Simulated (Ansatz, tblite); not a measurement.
Spin states of Cs4⁺ (the lowest doublet isomer of a short search), each relaxed with PBE/def2-TZVP in Ansatz. Electronic energies in the gas phase.

In the def2 sets Cs takes a core potential; there is no spin–orbit coupling. The xTB rows come from tblite. B3LYP takes the VWN-RPA correlation. Correlated methods freeze no core orbitals; core or outer-core shells of Cs are correlated, in sets that lack core-valence functions. In CCSD on the charge 1 doublet the largest single amplitude is 0.21, so its Hartree–Fock determinant may place the open shell otherwise than the density functionals do. The structure comes from a short search, and lower isomers may exist.

Doublet geometry (D2h within 0.1 Å):

```tsv
atom	x (Å)	y (Å)	z (Å)
Cs1	1.375	-4.612	-0.408
Cs2	1.582	0.631	-1.793
Cs3	-1.587	-0.632	1.782
Cs4	-1.370	4.613	0.419
```

Quartet geometry (D2h within 0.1 Å):

```
atom   x (Å)   y (Å)   z (Å)
 Cs1   4.075  -0.065  -2.044
 Cs2   1.320  -1.084   2.666
 Cs3  -1.318   1.088  -2.663
 Cs4  -4.076   0.061   2.042
```

⟨S²⟩: doublet 0.79 at PBE0/def2-TZVP (pure 0.75), quartet 3.75 at PBE0/def2-TZVP (pure 3.75).

Run but left out: HF/def2-TZVP, HF/def2-TZVPP, MP2/def2-TZVP, MP2/def2-TZVPP (doublet: ⟨S²⟩ 1.17, where a pure state has 0.75).

Only these spin states were relaxed. The quartet has other bonds than the doublet, so the gap mixes isomer and spin.

```json
{"level": "GFN1-xTB", "quartet − doublet (kcal/mol)": "65.5", "lowest of these": "doublet", "remarks": "–"}
{"level": "GFN2-xTB", "quartet − doublet (kcal/mol)": "25.8", "lowest of these": "doublet", "remarks": "–"}
{"level": "PBE/def2-TZVP", "quartet − doublet (kcal/mol)": "14.4", "lowest of these": "doublet", "remarks": "–"}
{"level": "B3LYP/def2-TZVP", "quartet − doublet (kcal/mol)": "13.1", "lowest of these": "doublet", "remarks": "–"}
{"level": "CAM-B3LYP/def2-TZVP", "quartet − doublet (kcal/mol)": "12.8", "lowest of these": "doublet", "remarks": "–"}
{"level": "B2PLYP/def2-TZVP", "quartet − doublet (kcal/mol)": "12.9", "lowest of these": "doublet", "remarks": "spin-contaminated (⟨S²⟩ 0.83) (doublet)"}
```

Question: Estimate the rows for BLYP/def2-TZVP, r2SCAN/def2-TZVP, PBE0/def2-TZVP, RPA@PBE/def2-TZVP, CCSD/def2-TZVPP, CCSD(T)/def2-TZVPP.

Answer: 
```
             level  quartet − doublet (kcal/mol)  lowest of these                                  remarks
    BLYP/def2-TZVP                          13.9          doublet                                        –
  r2SCAN/def2-TZVP                           8.1          doublet  spin-contaminated (⟨S²⟩ 0.89) (doublet)
    PBE0/def2-TZVP                          12.9          doublet                                        –
 RPA@PBE/def2-TZVP                          12.5          doublet                                        –
   CCSD/def2-TZVPP                           9.3          doublet  spin-contaminated (⟨S²⟩ 1.17) (doublet)
CCSD(T)/def2-TZVPP                          10.8          doublet  spin-contaminated (⟨S²⟩ 1.17) (doublet)
```

The xTB methods have no term that favours high spin, so they put low spin too low.
